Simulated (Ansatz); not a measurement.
Consider the formal exchange of groups at a Te–C bond: `O=C[TeH]` + `[AlH2][CH2][SiH3]` → `[SiH3][CH2][AlH][TeH]` + `C=O`.

Gas-phase electronic energies from Ansatz, PBE0-D4/def2-TZVP geometries. CCSD(T)/CBS is the MP2 limit (def2-TZVPP, def2-QZVPP) plus CCSD(T) − MP2 in def2-TZVPP, frozen cores. This one scheme is used for every species. DFT in def2-TZVPP. B3LYP here is the variant with VWN-RPA as its local correlation; programs differ in this. def2 core potentials past Kr. For Te outer-core shells are correlated without core-valence functions, which leaves a few kJ/mol of doubt a bond. Each species was taken in one conformer, which may not be the lowest.

CCSD(T)/CBS gives -136.1 kJ/mol.

(1) Another level gave -115.1 kJ/mol. Which?
A. B3LYP/def2-TZVPP
B. SCS-MP2/def2-TZVPP
C. PBE0/def2-TZVPP
D. ωB97X-V/def2-TZVPP

Largest T1 diagnostic among the species: 0.016.

Answers

(1) A. B3LYP -115.1, ωB97X-V -130.5, PBE0 -125.9, SCS-MP2/def2-TZVPP -135.1 kJ/mol.

From PBE to PBE0 (25 % exact exchange), in def2-TZVPP and without D4, ΔE moves by −16.9 kJ/mol. The D4 term adds −4.4 kJ/mol with B3LYP and −3.1 kJ/mol with PBE0; it sums over pairs of atoms, weighted by their polarisabilities, and B3LYP, whose exchange is more repulsive, gets the larger term. In def2-TZVPP, CCSD(T) changes the Hartree–Fock value by +13.0 kJ/mol (the triples alone add +4.2 kJ/mol) and MP2 by +8.9 kJ/mol.
